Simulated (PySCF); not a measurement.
**Working with the constants of InP**

UHF-CCSD(T) constants of InP, ³Σ⁻ (triplet), unpaired electrons π ↑↑ (PySCF, scalar-relativistic core potentials, basis sets In def2-SVPD with ECP28, P def2-SVPD; masses 114.9039 and 30.9738 u):

- ωe: 248.0 cm⁻¹
- ωexe: 0.857 cm⁻¹
- Be: 0.095171 cm⁻¹
- αe: 0.000467 cm⁻¹
- D (centrifugal): 5.61e-08 cm⁻¹
- De to In + P: 1.53 eV

Question: Give the vibrational terms G(v) and spacings up to v = 6.

Answer: G(v) = ωe(v+½) − ωexe(v+½)².

| v | G(v) (cm⁻¹) | G(v) − G(v−1) | Bv (cm⁻¹) |
| --- | --- | --- | --- |
| 0 | 123.8 |  | 0.09494 |
| 1 | 370.1 | 246.3 | 0.09447 |
| 2 | 614.6 | 244.6 | 0.09400 |
| 3 | 857.5 | 242.9 | 0.09354 |
| 4 | 1098.6 | 241.1 | 0.09307 |
| 5 | 1338.1 | 239.4 | 0.09260 |
| 6 | 1575.8 | 237.7 | 0.09214 |

Question: How well does the Morse estimate ωe²/(4ωexe) reproduce De, and what is D0?

Answer: It gives 2.22 eV, 145 % of the computed De. D0 = De − G(0) = 1.53 − 0.02 = 1.51 eV.

Correlated steps freeze 9 core orbitals. Correlated levels converge slowly with the basis: in double zeta they bind strong bonds too weakly, by up to about 1 eV, and carry superposition errors of some tenths. Spin–orbit coupling is left out, which matters for elements this heavy, above all for dissociation energies. The state is the lowest determinant that a PBE0 search found; another state may lie lower at other levels.
